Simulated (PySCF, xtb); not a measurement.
C2H7ClO2Si, SMILES OCC[Si@H](O)Cl. Other conformers were not sampled.

Harmonic wavenumbers (cm⁻¹) from GFN2-xTB in xtb at its own minimum, in rising order: 57, 79, 156, 172, 193, 256, 283, 396, 460, 504, 641, 689, 710, 771, 809, 894, 951, 993, 1089, 1104, 1193, 1277, 1309, 1348, 1471, 1492, 2327, 2880, 2963, 2988, 3019, 3542, 3658.

Q: What does PBE0-D3(BJ)/def2-SVP in PySCF 2.14.0 give at its own minimum? (Estimate from the structure and the level; the computed values follow.)

A: 80, 86, 167, 184, 221, 277, 318, 379, 471, 541, 690, 730, 768, 852, 856, 929, 952, 974, 1116, 1145, 1211, 1290, 1370, 1415, 1419, 1497, 2269, 3018, 3063, 3109, 3129, 3861, 3931. Paired by order, the mean absolute difference is 59 cm⁻¹ and the zero-point energies are 58.1 and 60.5 kcal/mol.
